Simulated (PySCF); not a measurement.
C₈H₈, SMILES c1ccccc1C=C (GFN2-xTB optimised geometry):

```
16

C      0.968     2.489     0.000
C      1.438     1.248     0.000
C      0.657     0.016     0.000
C      1.330    -1.207     0.000
C      0.638    -2.403     0.000
C     -0.747    -2.403     0.000
C     -1.430    -1.197     0.000
C     -0.739    -0.002     0.000
H     -0.085     2.716     0.000
H      1.630     3.338     0.000
H      2.511     1.096     0.000
H      2.412    -1.215     0.000
H      1.179    -3.338     0.000
H     -1.291    -3.336     0.000
H     -2.511    -1.191     0.000
H     -1.289     0.926     0.000
```

Level of theory: PBE/def2-TZVP run with PySCF 2.14.0.

### Question
What are the frontier orbital energies and the dipole moment?

### Answer
HOMO-2 -7.55 eV, HOMO-1 -6.39 eV, HOMO -5.67 eV, LUMO -1.95 eV, LUMO+1 -1.13 eV; dipole moment 0.21 D.

On the same geometry PySCF 2.14.0 with PBE0/def2-TZVP gives HOMO-2 -8.74 eV, HOMO-1 -7.38 eV, HOMO -6.58 eV, LUMO -1.09 eV, LUMO+1 -0.20 eV; dipole moment 0.19 D.

Meta-Löwdin charges at PBE/def2-TZVP: C1 -0.27, C2 -0.11, C3 0.01, C4 -0.12, C5 -0.12, C6 -0.12, C7 -0.12, C8 -0.12, H9 0.12, H10 0.13, H11 0.12, H12 0.12, H13 0.12, H14 0.12, H15 0.12, H16 0.12.
